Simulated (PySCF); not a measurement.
GeI, SMILES [I][Ge] (connectivity only; charge and spin as stated), charge +1, multiplicity 1.

The structure is a stationary point at B3LYP-D3(BJ)/def2-TZVP. The multiplicity is an assumed one; other spin states were not compared. The def2 effective core potentials stand for the cores of I; spin–orbit coupling is left out.

Level of theory: PySCF 2.14.0 with B3LYP-D3(BJ)/def2-TZVP.

Frequencies are harmonic and unscaled.

| mode | ν (cm⁻¹) | IR (km/mol) | Raman (Å⁴/amu) | depolarisation | moving atoms (share of kinetic energy) |
|---|---|---|---|---|---|
| 1 | 296 | 35.5 | 17.6 | 0.25 | Ge 64 %, I 36 % |
